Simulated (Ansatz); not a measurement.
```yaml
crystal:
  periodic: [false, false, false]
  atoms:
    - {symbol: Li, position_ang: [-1.405732, 1.223324, 1.222831]}
    - {symbol: Li, position_ang: [2.099208, -1.275198, 1.098248]}
    - {symbol: Si, position_ang: [0.214051, 0.876941, -1.867037]}
    - {symbol: Si, position_ang: [-0.082442, -1.481384, 0.024237]}
    - {symbol: Si, position_ang: [0.854432, 0.764080, 0.346698]}
    - {symbol: Si, position_ang: [-1.679507, -0.107763, -0.824978]}
basis:
  gaussian: {orbitals: STO-3G}
hamiltonian: {xc: {name: PBEsol}}
scf: {omitted_lower_state_checks: [starts]}
output: {forces: true}
```

```sh
$ ansatz run in.yaml --threads 4 --pin off --events-out ev --progress --plain --max-ram 3916MiB
```

Shortened log:

```
Functional definition: PBEsol
516 factors; integrals over basis functions are off by at most 1.8e-4 eV
mean field evaluation 1: about -31462.5749 eV, gradient 3.6e1 eV
mean field evaluation 2: about -31432.6496 eV, gradient 8.0e1 eV
mean field evaluation 4: about -31468.3632 eV, gradient 1.6e1 eV
mean field evaluation 8: about -31469.5436 eV, gradient 4.0e-1 eV
mean field evaluation 16: about -31469.5120 eV, gradient 1.1e-4 eV
mean field -31469.51202145 eV, -1156.4832359869 hartree, gradient 8.4e-6 eV, S^2 0.000000; 0 other end points of the search recorded, 0 dependent functions left out
reference -31469.51206566 eV, -1156.4832376116 hartree; 31, 31 occupied and 15, 15 virtual orbitals, 516 factors
Total energy: -31469.51206566 eV, -1156.4832376116 hartree
Atom 0 at    -1.405732     1.223324     1.222831 Å, force     0.960971    -0.831015    -1.300555 eV/Å
Atom 1 at     2.099208    -1.275198     1.098248 Å, force    -1.184446     0.644244    -0.727295 eV/Å
Atom 2 at     0.214051     0.876941    -1.867037 Å, force    -0.539628    -0.505543     1.732066 eV/Å
Atom 3 at    -0.082442    -1.481384     0.024237 Å, force    -0.169892     1.382477     0.035280 eV/Å
Atom 4 at     0.854432     0.764080     0.346698 Å, force    -0.565195    -0.626042    -0.310206 eV/Å
Atom 5 at    -1.679507    -0.107763    -0.824978 Å, force     1.498190    -0.064120     0.570711 eV/Å
Dipole moment:     0.148622    -0.144293    -0.205921 e Å
Checks for a lower state left out: starts
```

Run time 1.1 s (4 threads of Arm Neoverse N1 on a shared host).

The restricted singlet is unstable towards broken spin symmetry in Hartree–Fock (as tested in another run); at RKS PBEsol/STO-3G this wasn't settled.
